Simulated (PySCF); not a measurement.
FH₂O₂STa, SMILES [OH][Ta]([OH])([F])=[S], multiplicity 1.

Coordinates come from a PBE0-D3(BJ)/def2-SVP optimisation. The multiplicity is an assumed one; other spin states were not compared. The def2 effective core potentials stand for the cores of Ta; spin–orbit coupling is left out. The values are those of a single conformer.

All values below come from PBE/def2-TZVP (PySCF).

Symmetry labels are those of the subgroup Cs that the program uses (full group Cs).

Computed valence orbital energies around the gap with their symmetry:
```tsv
orbital	symmetry	energy (eV)
HOMO−7	A'	-10.42
HOMO−6	A'	-9.68
HOMO−5	A"	-9.00
HOMO−4	A'	-8.82
HOMO−3	A"	-8.37
HOMO−2	A'	-7.41
HOMO−1	A"	-6.58
HOMO	A'	-6.50
LUMO	A"	-2.21
LUMO+1	A'	-2.00
LUMO+2	A'	-1.17
LUMO+3	A'	-1.01
```
